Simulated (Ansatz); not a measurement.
Start from `FB(F)[SiH3]` and change one element to get `CB(F)F`.

Ansatz, PBE0-D4/def2-TZVP geometries, multiplicity 1. 

```csv
property,`FB(F)[SiH3]`
HOMO–LUMO gap (ωB97M-V/def2-TZVPP) / eV,12.17
size of the dipole moment (PBE/def2-TZVPP) / D,0.80
HOMO–LUMO gap (PBE0/def2-TZVPP) / eV,7.97
HOMO energy (PBE0/def2-TZVPP) / eV,-9.13
size of the dipole moment (ωB97M-V/def2-TZVPP) / D,0.92
size of the dipole moment (B3LYP/def2-TZVPP) / D,0.94
```

**Question.** Give the same properties after the change, and the shifts. (Best estimate.)

**Answer.** The calculation gave: 
| property | `CB(F)F` | shift |
| --- | --- | --- |
| HOMO–LUMO gap (ωB97M-V/def2-TZVPP) / eV | 14.56 | 2.39 |
| size of the dipole moment (PBE/def2-TZVPP) / D | 1.57 | 0.77 |
| HOMO–LUMO gap (PBE0/def2-TZVPP) / eV | 10.64 | 2.67 |
| HOMO energy (PBE0/def2-TZVPP) / eV | -10.26 | -1.13 |
| size of the dipole moment (ωB97M-V/def2-TZVPP) / D | 1.64 | 0.72 |
| size of the dipole moment (B3LYP/def2-TZVPP) / D | 1.66 | 0.72 |

With PBE0 the HOMO falls by 1.13 eV and the LUMO rises by 1.53 eV, so the gap widens by about 2.66 eV. PBE moves the HOMO by -0.85 eV and ωB97M-V by -1.32 eV. Dipoles are sizes alone; their direction can turn.

B3LYP here is the variant with VWN-RPA as its local correlation; programs differ in this.
